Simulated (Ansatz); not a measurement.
Geometry optimisation, RKS PBE-D4/def2-SVP in Ansatz 0.2.0.

input.yaml

```yaml
crystal:
  periodic: [false, false, false]
  atoms:
    - { symbol: B, position_ang: [0.036664, -0.328633, 0.095752] }
    - { symbol: O, position_ang: [0.050562, -0.522282, 1.472299] }
    - { symbol: H, position_ang: [-0.844084, -0.564897, 1.853421] }
    - { symbol: Cl, position_ang: [1.61306, -0.257508, -0.715623] }
    - { symbol: O, position_ang: [-1.072041, -0.25711, -0.698977] }
    - { symbol: H, position_ang: [-1.909686, -0.38904, -0.21967] }
    - { symbol: H, position_ang: [0.249895, 2.01676, 0.547909] }
    - { symbol: H, position_ang: [0.20153, 1.67401, 1.178989] }
basis:
  gaussian: { orbitals: def2-SVP }
hamiltonian:
  xc: pbe
  dispersion: d4
relax:
  f_tol: 0.03
  max_steps: 50
```

Command:

```bash
$ ansatz run input.yaml --threads 1 --pin off --max-ram 2048MiB --backend cpu --events-out ev --progress --plain --runs-dir out
```

Question: Where does it end, and by what steps?

Answer: The forces met the threshold. The force dipped under the threshold on the way, but the program's further checks kept it going. After 23 steps the energy has fallen by 0.214 eV; H7 moved furthest, 1.32 Å.

```
step  energy less start (eV)  largest force component (eV/Å)  accepted
   0                  0.0000                           1.638       yes
   1                 -0.1390                           0.377       yes
   2                 -0.1745                           0.368       yes
   3                 -0.1880                           0.183       yes
   4                 -0.1900                           0.171       yes
   5                 -0.1915                           0.146       yes
   6                 -0.1931                           0.104       yes
   7                 -0.1866                           0.577        no
   8                 -0.1954                           0.030       yes
   9                 -0.1893                           0.619        no
  10                 -0.1970                           0.109       yes
  11                 -0.1982                           0.180       yes
  12                 -0.2016                           0.066       yes
  13                 -0.2045                           0.017       yes
  14                 -0.2058                           0.327       yes
  15                 -0.2084                           0.174       yes
  16                 -0.2103                           0.083       yes
  17                 -0.2114                           0.030       yes
  18                 -0.2113                           0.215        no
  19                 -0.2126                           0.080       yes
  20                 -0.2130                           0.106       yes
  21                 -0.2134                           0.071       yes
  22                 -0.2136                           0.044       yes
  23                 -0.2138                           0.023       yes
```

```xyz
8
Properties=species:S:1:pos:R:3
B 0.044 -0.733 -0.105
O 0.167 -0.337 1.201
H -0.674 -0.106 1.633
Cl 1.542 -1.191 -0.938
O -1.112 -0.817 -0.828
H -1.912 -0.556 -0.339
H 0.021 2.920 1.482
H 0.248 2.190 1.407
```

Time of the run: 52 s on 1 thread of Arm Neoverse V2, with other jobs on the host, peak memory 0.14 GiB.
